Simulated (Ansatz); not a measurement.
```yaml
crystal:
  periodic: [false, false, false]
  atoms:
    - {symbol: Na, position_ang: [-1.866335, 0.755295, 0.476179]}
    - {symbol: Na, position_ang: [0.185803, -1.975061, -0.567563]}
    - {symbol: Na, position_ang: [1.689891, 1.089949, 0.464747]}
    - {symbol: I, position_ang: [-0.312897, 3.305925, 0.177548]}
    - {symbol: I, position_ang: [0.078182, -0.800917, 2.274946]}
    - {symbol: I, position_ang: [-2.644548, -1.443867, -1.412160]}
    - {symbol: I, position_ang: [2.869904, -0.931314, -1.413676]}
basis:
  gaussian: {orbitals: def2-TZVPD, initial_orbitals: start.molden}
total_charge: -1
hamiltonian: {xc: {name: CAM-B3LYP}, dispersion: d4}
scf: {omitted_lower_state_checks: [starts]}
output: {orbitals: {seedname: orbitals}}
```

The file start.molden holds the orbitals of an earlier run on this structure, at another level or in another basis.

```sh
$ ansatz run in.yaml --threads 4 --pin off --events-out ev --progress --plain --max-ram 4787MiB
```

(1) Does this run fit into the memory that it is given?

Results:

(1) No. It has 341 basis functions, and Ansatz plans for 5.07 GiB where 4.67 GiB are given.
